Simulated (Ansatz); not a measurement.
Clusters of 5 atoms, capped: gap (eV) at several levels, gas phase, relaxed structures; Ansatz. Clusters are the lowest isomers that short searches found in that spin, judged at the geometry's level. HOMO and LUMO are taken over both spins. Singlets are spin-restricted. The structures are stationary points that may keep the symmetry of their start. Remarks come from the PBE and PBE0 runs and from stability tests at other levels; not every state was tested.

```
species    state             geometry  PBE-D4/def2-SVP  PBE-D4/def2-TZVP  r2SCAN-D4/def2-TZVP  PBE0-D4/def2-SVP  PBE0-D4/def2-TZVP                        remarks
  Ga2H3  doublet  r2SCAN-D4/def2-TZVP             0.92              0.92                 1.57              2.49               2.50                              –
   B3H2  doublet  r2SCAN-D4/def2-TZVP             0.65              0.70                 1.27              2.71               2.77                              –
 Al2H3⁺  singlet     PBE-D4/def2-TZVP             3.08              3.04                 3.45              4.86               4.83                              –
  B4Cl⁺  singlet   r2SCAN-D4/def2-SVP             1.81              1.81                 2.16              3.69               3.69  restricted SCF unstable in HF
   B2H3  doublet   B3LYP-D4/def2-TZVP             1.57              1.55                 2.40              3.69               3.67                              –
  Li4H⁺  singlet    PBE0-D4/def2-TZVP             1.52              1.54                 1.88              2.75               2.75                              –
   Al4H  doublet     PBE0-D4/def2-SVP             0.34              0.33                 0.73              1.74               1.73                              –
```
